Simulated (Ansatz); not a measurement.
`C[CH](F)[InH2]` + HI → `CC(F)I` + `[InH3]`  (substitution at a C–In bond)

Calculated with Ansatz (gas phase, PBE0-D4/def2-TZVP geometries, no zero-point term in ΔE). CCSD(T)/CBS adds triple-zeta CCSD(T) − MP2 to the extrapolated MP2 energy (def2 sets, frozen cores). Functionals use def2-TZVPP. Elements past krypton have def2 core potentials. For I, In outer-core shells are correlated without core-valence functions, which leaves a few kJ/mol of doubt a bond.

| species | CAM-B3LYP-D4 energy (Eh) |
| --- | --- |
| `C[CH](F)[InH2]` | -369.74211 |
| HI | -298.31094 |
| `CC(F)I` | -476.18285 |
| `[InH3]` | -191.87039 |

(1) Work out ΔE.

Largest T1 diagnostic among the species: 0.014.

Answers

(1) ΔE = (-476.18285) + (-191.87039) − (-369.74211) − (-298.31094) = -0.00019 Eh = -0.1 kcal/mol. CCSD(T)/CBS gives 0.0 kcal/mol.

At CCSD(T), def2-SVP lies +1.2 kcal/mol from the extrapolated value and def2-TZVPP +0.2 kcal/mol. Leaving LDA and LC-ωPBE aside and taking each functional with its dispersion term where it has one, the values, not all of them listed here, spread over 2.5 kcal/mol, from B97M-V to CAM-B3LYP-D4. LDA lies −1.0 kcal/mol from PBE without D4.
